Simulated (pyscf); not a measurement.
Cl–CH₂–GeH₂•, doublet

Gas-phase minimum from PySCF at ωB97X-D3(BJ)/def2-SVP, one conformer. Cl–CH₂–GeH₂• lies 38.7 kcal/mol over its isomer H₃C–GeH•–Cl (electronic energy, ωB97M-D3(BJ)/def2-TZVP). 

```xyz
7

Cl    -1.3443    -0.8918    -1.0415
C      0.1342    -0.2615    -0.2463
Ge     0.3007     1.6517    -0.6775
H      0.0357    -0.4260     0.8349
H      0.9924    -0.8368    -0.6181
H     -0.9397     2.3969    -0.1441
H      0.4177     1.8141    -2.2067
```
Charge 0, spin multiplicity 2.

Bond lengths (Å): Cl1–C2 1.793, C2–Ge3 1.968, C2–H4 1.098, C2–H5 1.098, Ge3–H6 1.542, Ge3–H7 1.542. Angles (°): Cl1–C2–Ge3 108.3, Cl1–C2–H4 108.1, Cl1–C2–H5 108.1, Ge3–C2–H4 111.6, Ge3–C2–H5 111.7, H4–C2–H5 109.0, C2–Ge3–H6 109.0, C2–Ge3–H7 109.0, H6–Ge3–H7 110.7.

Properties at ωB97X-D3(BJ)/def2-SVP:

```json
{
 "harmonic_wavenumbers_unscaled": "163, 171, 504, 544, 689, 752, 801, 862, 1130, 1201, 1431, 2137, 2159, 3130, 3210 cm⁻¹",
 "zero_point_energy": "27.0 kcal/mol",
 "rotational_symmetry_number": "1",
 "Entropy of this conformer at 298 K and 1 atm, rigid rotor and harmonic oscillator, modes under 100 cm⁻¹ raised to 100": "312.2 J/(mol K)",
 "dipole_moment": "1.60 D",
 "Spin expectation value S2": "0.752"
}
```

Single-point totals, which compare only within one level (frozen core for MP2 and CC):

| level | total energy (hartree) |
|---|---|
| ωB97X-D3(BJ)/def2-TZVP | -2577.67631 |
| PBE/def2-TZVP | -2577.12961 |
| r²SCAN/def2-TZVP | -2577.62749 |
| B3LYP-D3(BJ)/def2-TZVP | -2577.76685 |
| PBE0-D3(BJ)/def2-TZVP | -2577.23327 |
| M06-2X/def2-TZVP | -2577.65747 |
| ωB97M-D3(BJ)/def2-TZVP | -2577.77085 |
| UHF/def2-TZVPP | -2575.04935 |
| MP2/def2-TZVPP | -2575.65469 |
| CCSD/def2-TZVPP | -2575.69012 |
| CCSD(T)/def2-TZVPP | -2575.71570 |

Soft torsions are taken as harmonic, which can shift the entropy by several J/(mol K). The CCSD(T) − MP2 part came from Ansatz, without density fitting, on the same reference. The frozen core leaves the outer d or s,p core shells of the metals and heavy elements correlated in the MP2 and CC values, and def2-TZVPP describes them poorly, so these totals are far from the basis limit. Elements up to Kr have no core potential and no relativistic terms here.
